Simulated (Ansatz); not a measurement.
Geometry optimisation, RKS PBE/def2-SVP in Ansatz 0.2.0.

Input file:

```yaml
crystal:
  periodic: [false, false, false]
  atoms:
    - { symbol: Ga, position_ang: [0.0, 0.0, 0.0] }
    - { symbol: O, position_ang: [0.0, 0.0, 2.14] }
    - { symbol: H, position_ang: [-0.9095, -0.2814, 2.4771] }
    - { symbol: O, position_ang: [1.5501, 0.0, -0.895] }
    - { symbol: H, position_ang: [1.85, -0.9519, -1.0499] }
    - { symbol: "N", position_ang: [-1.6714, 0.0, -0.965] }
    - { symbol: H, position_ang: [-2.3403, -0.8164, -0.8664] }
    - { symbol: H, position_ang: [-1.9204, 0.8164, -1.5936] }
    - { symbol: F, position_ang: [0.0896, 1.8959, 0.6306] }
    - { symbol: H, position_ang: [0.0595, 1.2585, 1.7126] }
basis:
  gaussian: { orbitals: def2-SVP }
hamiltonian:
  xc: pbe
relax:
  f_tol: 0.15
  max_steps: 25
  restrain:
    - { distance: [0, 8], at: 2.9, k: 30.0 }
    - { distance: [9, 1], at: 2.21, k: 30.0 }
    - { distance: [0, 1], at: 1.79, k: 30.0 }
    - { distance: [9, 8], at: 0.92, k: 30.0 }
```

Launched with:

```bash
$ ansatz run input.yaml --threads 4 --pin off --max-ram 5120MiB --backend cpu --events-out ev --progress --plain --runs-dir out
```

Problem. Where does it end, and by what steps?

Solution. It converged. The restraints hold the end off the free minimum. After 13 steps the energy has fallen by 0.525 eV (the restraints' own energy left out); H8 moved furthest, 0.99 Å. Parted: Ga1–F9 (2.00 → 2.90 Å). Joined: F9–H10 (1.26 → 0.93 Å).

| step | energy less start (eV) | largest force component (eV/Å) | accepted |
| --- | --- | --- | --- |
| 0 | 0.0000 | 1.948 | yes |
| 1 | 0.0863 | 1.987 | yes |
| 2 | 0.1015 | 1.873 | yes |
| 3 | 0.0218 | 1.544 | yes |
| 4 | -0.1645 | 1.421 | yes |
| 5 | -0.2629 | 0.863 | yes |
| 6 | -0.3312 | 0.801 | yes |
| 7 | -0.3895 | 0.645 | yes |
| 8 | -0.4426 | 0.601 | yes |
| 9 | -0.4969 | 0.631 | yes |
| 10 | -0.4142 | 2.011 | no |
| 11 | -0.5075 | 0.492 | yes |
| 12 | -0.5219 | 0.515 | yes |
| 13 | -0.5252 | 0.653 | yes |

```xyz
10
Properties=species:S:1:pos:R:3
Ga -0.188 -0.191 -0.113
O -0.017 -0.435 1.669
H -0.875 -0.586 2.107
O 1.327 -0.260 -1.074
H 2.091 -0.424 -0.492
N -1.798 0.072 -0.938
H -2.647 -0.272 -0.484
H -1.841 -0.105 -1.946
F 0.310 2.390 1.100
H 0.344 1.731 1.762
```

The run took 8.3 s on 4 threads of AMD EPYC 9R45 96-Core Processor (Zen 5) (shared host), peak memory 0.18 GiB.
